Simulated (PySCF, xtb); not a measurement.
Si(Cl)2(vinyl)(OH) (C₂H₄Cl₂OSi), SMILES C=C[Si](O)(Cl)Cl.

GFN2-xTB (xtb) at its own geometry gives an orbital gap of 4.63 eV and a dipole moment of 1.90 D.

Geometry: TPSSh-D3(BJ)/def2-SVP. Other conformers were not sampled.

What does PBE/def2-TZVP in PySCF give? (An estimate is asked for; the answer gives what the named calculation found.)

gap 5.20 eV (levels -7.21 and -2.01 eV), dipole 1.32 D.
